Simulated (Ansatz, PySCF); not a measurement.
Gas-phase reaction R1 → 2 P1, each structure at its B3LYP-D3(BJ)/def2-SVP stationary point, reached from a drawn start (curvature not checked).
R1: C4F8 (SMILES FC1(F)C(F)(F)C(F)(F)C1(F)F), charge 0, multiplicity 1.
P1: C2F4 (SMILES FC(F)=C(F)F), charge 0, multiplicity 1.

P less R. No zero-point or thermal terms.

Correlated levels freeze the cores.

Programs: Ansatz (Gaussian basis) for Hartree–Fock, density functionals and correlated methods; PySCF for the D3/D4 terms. No computed number here is a measurement.

Total energies in hartree:

| structure | PBE/def2-TZVPP | B3LYP-D3(BJ)/def2-TZVPP | CCSD(T)/cc-pVDZ |
|---|---|---|---|
| R1 | -950.616737 | -951.538142 | -949.024093 |
| P1 | -475.274508 | -475.734251 | -474.471835 |

Q: Work out the reaction energy at each level in kcal/mol (1 hartree = 627.50947 kcal/mol), and say how far PBE/def2-TZVPP lies from CCSD(T)/cc-pVDZ.

A: 
- PBE/def2-TZVPP: 2 × (-475.274508) − (-950.616737) = 0.067721 hartree = 42.50 kcal/mol
- B3LYP-D3(BJ)/def2-TZVPP: 2 × (-475.734251) − (-951.538142) = 0.069640 hartree = 43.70 kcal/mol
- CCSD(T)/cc-pVDZ: 2 × (-474.471835) − (-949.024093) = 0.080423 hartree = 50.47 kcal/mol
PBE/def2-TZVPP less CCSD(T)/cc-pVDZ: -7.97 kcal/mol. CCSD(T)/cc-pVDZ is the level counted from, the highest shown, and no exact or measured value.

Ansatz is a first-principles code.
